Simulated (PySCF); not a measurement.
C7H10NOP.
SMILES with atom numbers: `[CH3:1][CH2:2][P@H:3](=[O:4])[c:5]1[cH:6][cH:7][n:8][cH:9][cH:10]1` (hydrogens: H11, H12, H13 on C1; H14, H15 on C2; H16 on P3; H17 on C6; H18 on C7; H19 on C9; H20 on C10)

Geometry (PBE0-D3(BJ)/def2-SVP, Å), atoms numbered from 1 in this order:
```
atom  x, y, z in Å
C1     2.428    0.322   -1.226
C2     2.250    0.497    0.275
P3     1.121   -0.757    0.956
O4     1.486   -2.176    0.649
C5    -0.536   -0.315    0.336
C6    -1.231   -1.286   -0.383
C7    -2.498   -0.967   -0.872
N8    -3.079    0.215   -0.687
C9    -2.412    1.137    0.003
C10   -1.141    0.927    0.537
H11    3.177    1.025   -1.619
H12    1.485    0.499   -1.766
H13    2.759   -0.701   -1.455
H14    3.207    0.365    0.808
H15    1.868    1.498    0.539
H16    1.044   -0.400    2.337
H17   -0.776   -2.267   -0.542
H18   -3.070   -1.708   -1.442
H19   -2.915    2.101    0.144
H20   -0.648    1.724    1.101
```

The closed-shell ground state was solved at several levels (PySCF, density fitting, gas phase, non-relativistic).

```
              level  basis functions  total energy (Eh)  HOMO (eV)  LUMO (eV)  gap (eV)  dipole (D)
CAM-B3LYP/def2-SVPD              287          -743.5264      -9.10      -0.52      8.58        3.84
      PBE0/pcSseg-1              227          -743.4458      -7.65      -1.54      6.11        3.63
```

(1) What might wB97X-D/pcSseg-1 (227 basis functions) give for the same quantities?

(2) Over all these levels, which gives the widest orbital gap and which the narrowest?

(3) How far do the dipole and the HOMO energy spread over the levels?

Results:

(1) Total energy -743.9001 Eh, HOMO -9.57 eV, LUMO 0.19 eV, gap 9.76 eV, dipole 3.69 D.

(2) wB97X-D/pcSseg-1 (range-separated hybrid) has the widest, 9.76 eV, and PBE0/pcSseg-1 (global hybrid, 25 % exact exchange) the narrowest, 6.11 eV. The two share the basis. From the narrowest to the widest the HOMO moves by -1.92 eV and the LUMO by +1.73 eV.

(3) The dipole runs from 3.63 to 3.84 D (mean 3.72 D) and the HOMO from -9.57 to -7.65 eV.

One conformer stands for the species.

The pairwise dispersion term of wB97X-D wasn't added to the energies; at a given geometry it leaves orbitals and properties as they are.
